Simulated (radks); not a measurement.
Polarisability of neutral holmium, [Xe] 4f11 6s2, at imaginary frequency. All-electron calculation, scalar-relativistic Kohn-Sham, exchange-only LDA, spin-unpolarised, spherical densities, finite nucleus; Fermi nuclear charge, rms radius 5.2022 fm. Program: a radial shooting solver on a logarithmic mesh with Libxc functionals. Response by self-consistent Sternheimer equations with the Hartree and adiabatic exchange-only LDA kernel, the relativistic mass of each level held fixed and spin-orbit coupling left out.

| w (hartree) | alpha1(iw) (bohr^3) |
|---|---|
| 0.00266 | 153.9 |
| 0.0143 | 151.7 |
| 0.0360 | 140.9 |
| 0.0697 | 115.0 |
| 0.118 | 79.74 |
| 0.186 | 49.02 |
| 0.280 | 28.79 |
| 0.413 | 17.12 |
| 0.605 | 10.56 |
| 0.892 | 6.664 |
| 1.35 | 4.095 |
| 2.12 | 2.301 |
| 3.59 | 1.113 |
| 6.94 | 0.4236 |
| 17.5 | 0.09829 |

Static values: alpha1 = 154.0 bohr^3 (22.81 angstrom^3; uncoupled 308.9). C6 = 2265, triple-dipole C9 = 250800 atomic units. One-pole (London) frequency 4 C6 / (3 alpha1^2) = 0.127 hartree, against 0.076 for minus the highest occupied eigenvalue. Recommended static value: 165 bohr^3 (Schwerdtfeger and Nagle, 2023 table).

Beside tabulated values, note that spin-unpolarised runs miss the spin-polarisation part of the exchange energy of open shells.
